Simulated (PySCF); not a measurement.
BH₂O₃, SMILES OB(O)[O], multiplicity 2. The structure is a stationary point at ωB97X-D3(BJ)/def2-SVP. The isomer is the one that the SMILES or the coordinates give; other isomers of the formula were not compared. One conformer was computed; it need not be the lowest.

These are ωB97X-D3(BJ)/def2-SVP in PySCF 2.14.0 values and carry that method's errors.

Harmonic wavenumbers (cm⁻¹): 81, 389, 410, 437, 659, 886, 905, 984, 1459, 1483, 3944, 3951. Rotational constants (GHz): 10.76, 9.885, 5.152; symmetry number 2.

Problem. Work out the zero-point energy and the ideal-gas rigid-rotor harmonic-oscillator thermochemistry at 298.15 K and 1 atm.

Solution. ZPE = ½ Σ hcν = ½ × 15589 cm⁻¹ = 93.24 kJ/mol. H − E(el) = 108.29 kJ/mol. Entropy in J/(mol K): translation 159.98, rotation 94.18, vibration 30.97, spin 5.76, total 290.90. G − E(el) = 21.56 kJ/mol. Cp = 69.98 J/(mol K). Modes under 150 cm⁻¹ make the vibrational entropy uncertain.
